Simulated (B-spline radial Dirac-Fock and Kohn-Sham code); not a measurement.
## Satellites and hypersatellites of the K lines of Xe⁶⁺

System: the Xe⁶⁺ ion in the configuration [Kr] 4d10 5s2, inside a Watson sphere of charge -6 and radius 1.8 Å (a model of the Madelung potential; inside it an electron's potential energy is raised by 48.0 eV).

Method: relaxed Dirac-Fock hole states (ΔSCF) with Breit and QED corrections and a finite nucleus. Computed with a radial finite-basis atomic code. Each two-hole energy is an average over J within one jj subconfiguration, not an observable level; in light atoms, where LS coupling holds, the j-resolved values are not observed lines, and for a K spectator the Kα1 hypersatellite is nearly forbidden. Correlation energy is missing from these numbers.

Lines without a spectator: Kα2 (K-L2) 29457.1 eV, Kα1 (K-L3) 29777.6 eV, Kβ3 (K-M2) 33560.3 eV, Kβ1 (K-M3) 33622.6 eV. Shifts in eV with one spectator hole (a dash: not computed, or left out as unreliable):

```
spectator hole     Kα2     Kα1     Kβ3     Kβ1
        K (1s)  +635.3  +659.3  +813.0  +818.3
    L2 (2p1/2)   +71.9   +91.6       –  +190.9
    L3 (2p3/2)   +67.6   +68.7  +165.1       –
    M2 (3p1/2)       –  +11.34  +25.04   +30.2
    M3 (3p3/2)   +7.98       –  +24.96  +24.50
    M4 (3d3/2)   +1.77   -1.15       –       –
    M5 (3d5/2)   -1.78   +0.47       –       –
```

With n spectator holes in 2p, averaged over the 2p shell (energies in eV):

| n | KαLⁿ | step | hypersatellite KαʰLⁿ |
| --- | --- | --- | --- |
| 0 | 29670.7 | – | 30322.0 |
| 1 | 29745.5 | +74.8 | 30398.3 |
| 2 | 29821.6 | +76.1 | 30476.0 |
| 3 | 29899.0 | +77.4 | 30555.0 |
| 4 | 29977.8 | +78.8 | 30635.3 |
| 5 | 30058.0 | +80.1 | 30717.0 |
